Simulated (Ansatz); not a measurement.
Consider the formal exchange of groups at the Si–C bond: `C=C(F)[SiH2]N` + `[SnH4]` → `N[SiH2][SnH3]` + `C=CF`.

Isolated molecules relaxed with PBE0-D4/def2-TZVP in Ansatz; ΔE leaves out vibrations. CBS: MP2 limit from def2 TZ/QZ plus the TZ coupled-cluster correction, frozen cores. Functionals use def2-TZVPP. B3LYP here is the variant with VWN-RPA as its local correlation; programs differ in this. def2 core potentials past Kr. For Sn outer-core shells are correlated without core-valence functions, which leaves a few kJ/mol of doubt a bond. Each species was taken in one conformer, which may not be the lowest.

**Question.** Is it downhill or uphill in electronic energy at CCSD(T)/CBS, and by how much? (Best estimate.)

**Answer.** Ansatz gave: Downhill: ΔE = -5.1 kcal/mol.

**Question.** What do these levels give: PBE-D4, r2SCAN-D4, B3LYP-D4, ωB97X-V, B2PLYP, PBE, B3LYP, MP2/def2-TZVPP, CCSD/def2-TZVPP, SCS-MP2/def2-QZVPP, HF/CBS(def2), CCSD/CBS(def2)? (An estimate is asked.)

**Answer.** The calculation gave: PBE-D4 -5.8, r2SCAN-D4 -4.3, B3LYP-D4 -4.2, ωB97X-V -3.6, B2PLYP -4.0, PBE -6.0, B3LYP -4.4, MP2/def2-TZVPP -4.0, CCSD/def2-TZVPP -3.9, SCS-MP2/def2-QZVPP -4.1, HF/CBS(def2) -3.0, CCSD/CBS(def2) -5.3 kcal/mol.

Largest T1 diagnostic among the species: 0.013.

In def2-TZVPP, CCSD(T) changes the Hartree–Fock value by −0.8 kcal/mol (the triples alone add +0.1 kcal/mol) and MP2 by −1.1 kcal/mol.
